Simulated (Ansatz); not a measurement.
The cluster Si₄⁻, relaxed as a quartet with UKS B3LYP-D4/def2-TZVPD in Ansatz, starting from the B3LYP-D4/def2-TZVPD geometry of the charge -1 doublet. Force threshold 0.02 eV/Å.

At B3LYP-D4/def2-TZVPD a doublet of charge -1 lies 1.44 eV below the quartet, each at its own geometry. The structure comes from a short search, and lower isomers may exist.

Start:

Cartesian coordinates in Å:
```
Si 0.0340 -0.5598 -1.9177
Si 1.1698 -0.1340 0.0598
Si -1.1698 0.1346 -0.0599
Si -0.0340 0.5593 1.9179
```

```
        step  energy (eV)  largest force component (eV/Å)  SCF passes
           1  -31510.5739                           1.913          20
           2  -31510.9166                           1.151          66
           3  -31511.2656                           0.619          36
           4  -31511.3608                           0.854          24
           5  -31511.4724                           0.312          23
6 (rejected)  -31511.4111                           0.394          25
           7  -31511.4886                           0.016          24
```

Force components are those of the run's own axes.

End:

```
atom    x (Å)    y (Å)    z (Å)
 Si1   0.0039  -0.7015  -1.6496
 Si2   1.4201   0.0430   0.0126
 Si3  -1.3674   0.3631  -0.1301
 Si4  -0.0566   0.2954   1.7671
```

Bonds lost: Si2–Si3 (atoms count from 1).

No frequencies were taken in this run, so the end may be a saddle point.

Hardware: 4 threads of Arm Neoverse V1 on a shared host. Wall time 30 s, peak host memory 0.58 GiB.
